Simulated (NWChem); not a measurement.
System meant: CH₃BrOZn; SMILES C[O][Zn][Br]

Here is an NWChem input.

```
start job
memory heap 200 mb stack 900 mb global 1100 mb
geometry units angstroms noautoz
  Zn     0.260378     0.376479     0.001024
  Br    -0.564315    -1.693506    -0.001265
  O      1.066283     1.950856     0.003361
  C      0.476840     3.209485    -0.002441
  H     -0.161838     3.404675     0.883431
  H      1.268460     3.981358     0.004201
  H     -0.145950     3.403636    -0.899792
end
basis spherical
  Zn library def2-svp
  Br library def2-svp
  O library def2-svp
  C library def2-svp
  H library def2-svp
end
dft
  xc pbe0
  iterations 4
  mulliken
end
task dft energy
```

End of the output:

```
    Atom       Charge   Shell Charges
 -----------   ------   -------------------------------------------------------
    1 Zn  30    29.36   2.00  2.00  1.95  0.58  0.17  5.99  5.91  0.78  7.78  2.19  0.00
    2 Br  35    35.26   2.00  2.00  1.96  1.14  0.77  5.99  5.81  2.45  3.11  7.84  2.03  0.15
    3 O    8     8.43   1.97  0.92  0.64  2.73  2.15  0.02
    4 C    6     5.97   1.96  0.57  0.31  1.82  1.17  0.14
    5 H    1     1.00   0.66  0.28  0.06
    6 H    1     0.98   0.65  0.27  0.06
    7 H    1     1.00   0.66  0.28  0.06

 center of mass
 --------------
 x =   0.02405970 y =  -0.28342935 z =   0.00000000

 moments of inertia (a.u.)
 ------------------
        1787.691968736536           0.000017456691           0.000000000000
           0.000017456691          41.188312487341           0.000000000000
           0.000000000000           0.000000000000        1817.435010297709

     Multipole analysis of the density
     ---------------------------------

     L   x y z        total         alpha         beta         nuclear
     -   - - -        -----         -----         ----         -------
     0   0 0 0     -0.000000    -41.000000    -41.000000     82.000000

     1   1 0 0     -0.365333     -0.182666     -0.182666     -0.000000
     1   0 1 0      0.397499      0.198749      0.198749     -0.000000
     1   0 0 1     -0.000000     -0.000000     -0.000000      0.000000

     2   2 0 0    -32.388159    -27.396416    -27.396416     22.404674
     2   1 1 0     -2.524971      6.630361      6.630361    -15.785692
     2   1 0 1     -0.000000     -0.000000     -0.000000      0.000000
     2   0 2 0    -36.493679   -473.315467   -473.315467    910.137255
     2   0 1 1     -0.000000     -0.000000     -0.000000      0.000000
     2   0 0 2    -32.099835    -18.889019    -18.889019      5.678204

 ------------------------------------------------------------------------
 dft energy failed                                                                                  0
 ------------------------------------------------------------------------
 ------------------------------------------------------------------------
  current input line :
    24: task dft energy
 ------------------------------------------------------------------------
 ------------------------------------------------------------------------
 This type of error is most commonly associated with calculations not reaching convergence criteria
 ------------------------------------------------------------------------
 For more information see the NWChem manual at https://nwchemgit.github.io

0:dft energy failed:Received an Error in Communication
```

Problem. Find the fault in this run and fix the input.

Solution. The run did not converge; its last values are not results. Cause: the SCF was allowed too few iterations. This input runs:
```
start job
memory heap 200 mb stack 900 mb global 1100 mb
geometry units angstroms noautoz
  Zn     0.260378     0.376479     0.001024
  Br    -0.564315    -1.693506    -0.001265
  O      1.066283     1.950856     0.003361
  C      0.476840     3.209485    -0.002441
  H     -0.161838     3.404675     0.883431
  H      1.268460     3.981358     0.004201
  H     -0.145950     3.403636    -0.899792
end
basis spherical
  * library def2-svp
end
dft
  xc pbe0
  iterations 150
  mulliken
end
task dft energy
```
It converges to -4467.41183 Ha (PBE0/def2-SVP).
